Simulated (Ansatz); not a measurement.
The molecule SeF, multiplicity 2 (the spin of the measured ground state). No spin–orbit coupling. Se is treated without relativity.

D_e counts from the fitted minimum to each atom's lowest state at the same level, without counterpoise.

Correlated levels freeze the inner cores; with def2 sets outer-core shells near the valence are correlated too.

Codes used: Ansatz (Gaussian orbitals). Each number belongs to the level named beside it.

| level | bond energy D_e (eV) |
|---|---|
| SVWN5/def2-TZVPP | 4.829 |
| PBE/def2-TZVPP | ___ |
| B97M-V/def2-TZVPP | 3.554 |
| CAM-B3LYP/def2-TZVPP | 3.526 |
| B2PLYP/def2-TZVPP | 3.425 |
| CCSD/def2-TZVPP | ___ |
| CCSD/def2-QZVPP | 3.193 |
| CCSD(T)/def2-TZVPP | 3.209 |
| CCSD(T)/def2-QZVPP | 3.392 |

Problem. Some entries are withheld; supply them.

Solution. 
- PBE/def2-TZVPP, bond energy D_e (eV): 3.900
- CCSD/def2-TZVPP, bond energy D_e (eV): 3.029

Ansatz is an electronic-structure program.
